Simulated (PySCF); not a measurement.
First SCF of a structure search on doublet IO₂, at a hand-made bent geometry. PySCF input:

```python
from pyscf import gto, scf, dft
mol = gto.M(atom='''
I      0.000000     0.000000     0.000000
O      1.523600     0.000000     1.066900
O     -1.523600     0.000000     1.066900''',
    basis={'I': 'def2-TZVP', 'O': 'def2-TZVP'},
    ecp={'I': 'def2-TZVP'},
    charge=0, spin=1)
mf = dft.UKS(mol, xc='PBE')
mf.grids.atom_grid = (50, 194)
aux = {'I': 'def2-universal-JKFIT', 'O': 'def2-universal-JKFIT'}
mf = mf.density_fit(auxbasis=aux)
mf.conv_tol = 1e-08
mf.diis_space = 10
mf.max_cycle = 60
mf.init_guess = 'minao'
mf.verbose = 4
mf.kernel()
```

Excerpt of the output (cycles alone):

```
init E= -406.204715891157
cycle= 1 E= -445.404202358803  delta_E= -39.2  |g|= 2.88  |ddm|= 13.4
cycle= 2 E= -443.082588413879  delta_E= 2.32  |g|= 3.87  |ddm|= 7.23
cycle= 3 E= -447.352310065879  delta_E= -4.27  |g|=  1.2  |ddm|= 4.04
cycle= 4 E= -447.44368452092  delta_E= -0.0914  |g|= 1.08  |ddm|= 1.33
cycle= 5 E= -447.923682321424  delta_E= -0.48  |g|= 0.0766  |ddm|= 0.741
cycle= 6 E= -447.925870330471  delta_E= -0.00219  |g|= 0.044  |ddm|= 0.163
cycle= 7 E= -447.926753976302  delta_E= -0.000884  |g|= 0.00618  |ddm|= 0.0428
cycle= 8 E= -447.926765926279  delta_E= -1.19e-05  |g|= 0.00244  |ddm|= 0.00824
cycle= 9 E= -447.926768659035  delta_E= -2.73e-06  |g|= 0.000366  |ddm|= 0.0022
cycle= 10 E= -447.926768752219  delta_E= -9.32e-08  |g|= 6.7e-05  |ddm|= 0.000629
cycle= 11 E= -447.926768755266  delta_E= -3.05e-09  |g|= 4.49e-05  |ddm|= 0.000132
Extra cycle  E= -447.926768745601  delta_E= 9.67e-09  |g|= 0.000159  |ddm|= 0.000142
converged SCF energy = -447.926768745601  <S^2> = 0.75236368  2S+1 = 2.0023623
```

No lower solution of this spin was found by a stability analysis within the unrestricted form.

No spin–orbit coupling is included, which matters more the heavier the element.

The search for the lowest solution, with the stability check, took 5.6 s on 4 threads of a shared Arm Neoverse V1 host, with 112 basis functions; the process peaked at 0.3 GiB.
